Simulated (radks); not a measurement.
Question: All-electron atom: the calcium ion Ca2+ in [Ar] (the NIST ground configuration). All-electron calculation, non-relativistic Kohn-Sham, TASK exchange with Perdew-Wang LDA correlation, spin-polarised, spherical densities, point nucleus; meta-GGA in the generalised Kohn-Sham scheme. Program: a radial shooting solver on a logarithmic mesh with Libxc functionals. Some entries of the table are withheld. Estimate them.

orbital,occ.,eigenvalue (eV),<r> (bohr)
1s,2,-3962.944,(1)
2s,2,(2),0.3664
2p,6,-356.2201,0.3281
3s,2,(3),1.166
3p,6,-44.3591,1.256

Answer: 
(1) 1s <r> (bohr): 0.07754
(2) 2s eigenvalue (eV): -434.0990
(3) 3s eigenvalue (eV): -64.1390
